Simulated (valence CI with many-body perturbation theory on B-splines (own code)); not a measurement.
# Sensitivity of CI+MBPT for Rb XXXI

Calculated by relativistic CI+MBPT: five valence electrons over a frozen Dirac-Fock core [He], a basis of 6 s, 6 p, 5 d, 3 f, 1 g functions for each j, with the one-electron correlation potential Σ1, the two-electron term Σ2, the three-electron term Σ3, Breit, model QED; selected CI, second order for the rest, scaled by the run's own slope (own B-spline code, finite nucleus).

No measured spectrum was set against this ion. As an estimate, large intervals hold to a few tenths of a per cent, small ones and those within an open d or f shell to about a per cent. Among the levels kept, up to 2500 cm⁻¹ of a level comes from second order outside the variational space, and about a tenth of that is noise between levels of different J, which matters for small intervals.

The reference run has the lowest level (2s^2 2p1/2^2 2p3/2) J=3/2 and an ionisation energy of 3598.38 eV. Its largest variational space holds 12468 state functions.

Levels are named by their leading jj configuration (3d3/2^4 stands for four electrons in 3d with j = 3/2), which in mixed levels can hold well under half, so a name can repeat and another be missing. Letters in brackets count levels of one name in rising energy.

Changed runs:
A. QED terms on → off
B. scale of Σ1 1 → 0.8; highest l in the core sums 6 → 3
C. size limit of the variational space 10000 → 1500; second order for the rest on → off; shift of the energy in Σ1 (hartree) 0 → -20.417
D. correlating orbitals by l 3 3 3 2 1 → 0 0 0 0 0 (bad on purpose)

Excitation energies of the reference run in cm⁻¹, and shifts in cm⁻¹:

```tsv
Level	Reference	A	B	C	D
(2s^2 2p1/2 2p3/2^2) J=3/2	436708	-1092	-51	-115	+292
(2s^2 2p1/2 2p3/2^2) J=5/2	544072	-1154	-55	+805	+1856
(2s^2 2p1/2 2p3/2^2) J=1/2	683997	-968	-54	-1257	+948
(2s^2 2p3/2^3) J=3/2	1113130	-2074	-106	+198	+787
(2s 2p1/2^2 2p3/2^2) J=5/2	1482920	+11245	+200	+1570	+312
(2s 2p1/2^2 2p3/2^2) J=3/2	1761370	+10951	+183	+2165	+2320
(2s 2p1/2^2 2p3/2^2) J=1/2	1768820	+11037	+187	-2145	+2332
(2s 2p1/2 2p3/2^3) J=3/2 [a]	2096220	+10525	+160	+2820	+4630
(2s 2p1/2 2p3/2^3) J=5/2	2226470	+10282	+149	+3016	+5342
(2s 2p1/2 2p3/2^3) J=1/2	2387900	+10376	+150	-1242	+6499
(2s 2p1/2 2p3/2^3) J=3/2 [b]	2476620	+10425	+151	+4218	+8792
(2s 2p3/2^4) J=1/2	2955170	+9328	+98	-1042	+7545
Ionisation energy (eV)	3598.38	+0.031	-0.05	-1.07	-0.63
```
